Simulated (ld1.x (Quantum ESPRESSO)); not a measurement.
**What the settings do to the TM potential of O (Z = 8)**

Base potential:

| Quantity | Value |
| --- | --- |
| Element | O |
| Generator | ld1.x (Quantum ESPRESSO) 7.5 |
| Type | norm-conserving Troullier–Martins (Kleinman–Bylander form) |
| Functional | LDA (PZ) |
| Relativity | scalar-relativistic |
| Frozen core | [He] |
| Valence charge | 6 |
| Reference configuration | 2s2 2p3.5 (charge +0.5) |
| Partial waves | 2s (bound): rc 0.75 bohr; 2p (bound): rc 0.95 bohr |
| Local potential | all-electron potential smoothed inside 0.80 bohr (lloc = -2) |
| Core correction | none |

Cutoffs, loose and tight: the cutoffs (Ry, on a coarse ladder) from which the occupation-weighted sum of valence levels, in a spherical-Bessel basis at the reference potential, stays within 10 and 1 mRy of its value at 400 Ry. They do not see the model core or the augmentation charge, which bear on the density cutoff. Test errors are all-electron minus pseudo excitation energies from the reference, over the configurations 2s2 2p4; 2s2 2p3; 2s2 2p2; 2s1 2p4; 2s1 2p5; 2s0 2p6; 2s2 2p4.3 (two spin-polarised tests are not counted in the largest error). A dash means not determined; rows that change the core or the reference have their own tests.

```tsv
change	outcome	cutoff, loose	cutoff, tight	bound ghosts	largest test error (meV)
base	generated	140 Ry	230 Ry	none	+59
wave 2s (bound): rc 0.75 bohr becomes 2s (bound): rc 0.50 bohr	generated	over 300 Ry	over 300 Ry	none	+169
wave 2s (bound): rc 0.75 bohr becomes 2s (bound): rc 0.54 bohr	generated	260 Ry	over 300 Ry	none	+103
wave 2s (bound): rc 0.75 bohr becomes 2s (bound): rc 0.62 bohr	generated	180 Ry	over 300 Ry	none	+69
wave 2s (bound): rc 0.75 bohr becomes 2s (bound): rc 0.70 bohr	generated	140 Ry	230 Ry	none	+59
wave 2s (bound): rc 0.75 bohr becomes 2s (bound): rc 0.78 bohr	generated	140 Ry	230 Ry	none	+59
wave 2s (bound): rc 0.75 bohr becomes 2s (bound): rc 0.84 bohr	generated	140 Ry	230 Ry	none	+61
wave 2s (bound): rc 0.75 bohr becomes 2s (bound): rc 0.94 bohr	generated	120 Ry	200 Ry	none	+69
wave 2s (bound): rc 0.75 bohr becomes 2s (bound): rc 0.98 bohr	generated	120 Ry	200 Ry	none	+72
wave 2s (bound): rc 0.75 bohr becomes 2s (bound): rc 1.06 bohr	generated	120 Ry	200 Ry	none	+84
wave 2s (bound): rc 0.75 bohr becomes 2s (bound): rc 1.12 bohr	generated	120 Ry	200 Ry	none	+92
```

Reading the sweep of the s radius (base included, trends over the rows without a ghost): The loose cutoff falls from 260 Ry at 0.54 to 120 Ry at 1.12 bohr. A larger radius leaves more room for a smooth pseudo-wave, so fewer plane waves are needed; a smaller one forces it to follow the all-electron wave where it bends sharply. The median size of the test errors (rows with all tests solved) falls from 31.3 meV at 0.5 to 10.0 meV at 1.12 bohr. This runs against the usual rule that a larger radius transfers worse; these runs do not show why.
